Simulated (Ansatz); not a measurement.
CeF₃, relaxed as a doublet with UKS PBE-D4/def2-SVP in Ansatz, starting from the GFN2-xTB geometry. Force threshold 0.02 eV/Å.

In the def2 sets Ce takes a core potential; there is no spin–orbit coupling. With an open 4f shell the SCF may have ended on a state above the lowest.

Start:

Cartesian coordinates in Å:
```
Ce -0.565 0.183 -0.176
F -0.342 0.018 1.850
F 0.932 1.445 -0.762
F -0.024 -1.646 -0.912
```

| step | energy (eV) | largest force component (eV/Å) | SCF passes |
| --- | --- | --- | --- |
| 1 | -21069.7227 | 0.301 | 72 |
| 2 | -21069.7362 | 0.198 | 31 |
| 3 | -21069.7404 | 0.028 | 28 |
| 4 | -21069.7407 | 0.003 | 29 |

Force components are those of the run's own axes.

End:

Cartesian coordinates in Å:
```
Ce -0.491 0.159 -0.153
F -0.385 0.028 1.901
F 0.932 1.503 -0.798
F -0.056 -1.690 -0.951
```

By distances, no bond broke or formed. The bond that changes most is Ce1–F2, from 2.04 to 2.06 Å (atoms count from 1).

No frequencies were taken in this run, so the end may be a saddle point.

It took 8.5 s on 4 threads of Arm Neoverse V1 on a shared host.
